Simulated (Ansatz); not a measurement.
`[Cl][SnH]([Cl])[Br]` + H₂ → `[Cl][SnH2][Br]` + HCl at 700 K and 1 bar (hydrogenolysis of the Sn–Cl bond).

Calculated with Ansatz (gas phase, PBE0-D4/def2-TZVP geometries, no zero-point term in ΔE). CCSD(T)/CBS adds triple-zeta CCSD(T) − MP2 to the extrapolated MP2 energy (def2 sets, frozen cores). This one scheme is used for every species. Elements past krypton have def2 core potentials. For Br, Sn outer-core shells are correlated without core-valence functions, which leaves a few kJ/mol of doubt a bond. Scalar relativity is left out up to krypton.

```
              species  CCSD(T)/CBS energy (Eh)  H − E (kJ/mol)  S (J/(mol·K))
`[Cl][SnH]([Cl])[Br]`              -3707.63582            84.2          446.3
                   H₂                 -1.17544            46.8          155.3
     `[Cl][SnH2][Br]`              -3248.40375            91.6          403.3
                  HCl               -460.38127            38.4          211.8
```

H − E and S are ideal-gas, rigid-rotor, harmonic terms from PBE0-D4/def2-TZVP. The MP2-based limit puts H₂ 0.8 mEh under its directly extrapolated value; such offsets cancel only in part. 1 Eh = 2625.50 kJ/mol, R = 8.31446 J/(mol·K).

Task: By hand: ΔE, ΔH, ΔS and ΔG.

Result: ΔE = (-3248.40375) + (-460.38127) − (-3707.63582) − (-1.17544) = 0.02624 Eh = 68.9 kJ/mol. Δ(H − E) = 91.6 + 38.4 − 84.2 − 46.8 = -1.0, so ΔH = 67.9 kJ/mol. ΔS = 403.3 + 211.8 − 446.3 − 155.3 = 13.5 J/(mol·K). ΔG = 67.9 − 700 × (13.5)/1000 = 58.5 kJ/mol.

Task: By hand: the equilibrium constant, and the temperature at which ΔG would vanish if ΔH and ΔS stayed fixed.

Result: log₁₀ K = −ΔG/(RT ln 10) = -4.4. ΔG = 0 at ΔH/ΔS = 5030 K, far beyond where these terms or the molecules hold.

The number of gas molecules stays the same, so ΔS is small and ΔH decides. A doubt of 5 kJ/mol in ΔE shifts log₁₀ K by 0.4 here. These are equilibria of isolated gas molecules and say nothing of rates. Largest T1 diagnostic: 0.010 (customary marks: 0.02 for closed shells, 0.045 for open ones).
